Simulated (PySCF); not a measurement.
**Atomic charges by several schemes**

Species: C8H5NS.
Numbering: `[CH:1]#[C:2][c:3]1[cH:4][c:5]2[s:6][cH:7][cH:8][c:9]2[nH:10]1` (hydrogens: H11 on C1; H12 on C4; H13 on C7; H14 on C8; H15 on N10)

Density: PBE0/pcSseg-1 (PySCF); schemes: Mulliken, IAO, Hirshfeld and ESP-fitted. Isolated species at its GFN2-xTB geometry, gas phase.

Problem. Give the atomic charges in each scheme.

Solution. In e:

```tsv
atom	environment	Mulliken	IAO	Hirshfeld	ESP-fitted
C1	terminal alkyne carbon	-0.403	-0.236	-0.111	-0.450
C2	alkyne carbon	+0.441	-0.040	-0.058	+0.054
C3	substituted aromatic carbon	+0.047	+0.044	+0.029	+0.046
C4	aromatic CH carbon	-0.034	-0.205	-0.086	-0.324
C5	ring-fusion aromatic carbon	-0.361	-0.193	-0.063	-0.014
S6	thiophene-type sulfur	+0.302	+0.308	+0.084	+0.031
C7	aromatic CH next to a ring sulfur	-0.272	-0.305	-0.082	-0.301
C8	aromatic CH carbon	+0.054	-0.211	-0.085	-0.367
C9	ring-fusion aromatic carbon	+0.210	+0.054	+0.015	+0.268
N10	pyrrole-type nitrogen	-0.503	-0.233	-0.063	-0.329
H11	alkyne hydrogen	+0.045	+0.205	+0.092	+0.314
H12	aromatic hydrogen	+0.068	+0.173	+0.059	+0.244
H13	aromatic hydrogen	+0.126	+0.175	+0.054	+0.254
H14	aromatic hydrogen	+0.091	+0.166	+0.056	+0.221
H15	N–H hydrogen	+0.189	+0.298	+0.158	+0.354
```

Mean size of the charges over all atoms: ESP-fitted 0.238 e, Mulliken 0.210 e, IAO 0.190 e, Hirshfeld 0.073 e. Each set sums to the total charge, 0, to within 0.001 e. The ESP scheme is a least-squares fit of atom-centred charges to the potential on four shells outside the van der Waals surface, with the total charge fixed.

Lowest charge. The schemes don't all agree: Mulliken N10 (-0.503); IAO C7 (-0.305); Hirshfeld C1 (-0.111); ESP-fitted C1 (-0.450).

Highest charge. The schemes don't all agree: Mulliken C2 (+0.441); IAO S6 (+0.308); Hirshfeld H15 (+0.158); ESP-fitted H15 (+0.354).

Problem. How closely do the schemes follow one another over all atoms?

Solution. Correlation coefficient and root-mean-square difference: IAO with Hirshfeld 0.96, 0.133 e; Hirshfeld with ESP-fitted 0.87, 0.207 e; IAO with ESP-fitted 0.87, 0.138 e; Mulliken with IAO 0.69, 0.190 e; Mulliken with ESP-fitted 0.62, 0.232 e; Mulliken with Hirshfeld 0.56, 0.227 e.

Problem. Sum the charges by element, for elements with more than one atom.

Solution. 
```tsv
element	atoms	Mulliken	IAO	Hirshfeld	ESP-fitted
C	8	-0.317	-1.092	-0.441	-1.089
H	5	+0.519	+1.017	+0.420	+1.387
```

Problem. How many electrons does the ESP-fitted scheme count on C4?

Solution. Z − q = 6 − (-0.324) = 6.324.

These values come from a run that also computed NMR shieldings. Hardware: one thread, Intel Xeon at 2.50 GHz (x86_64), shared host with 64 logical CPUs at a one-minute load of 50. Cost: 2.1 min wall, 1.9 min CPU (with the writing of density and orbital grids), 0.89 GiB resident at most.
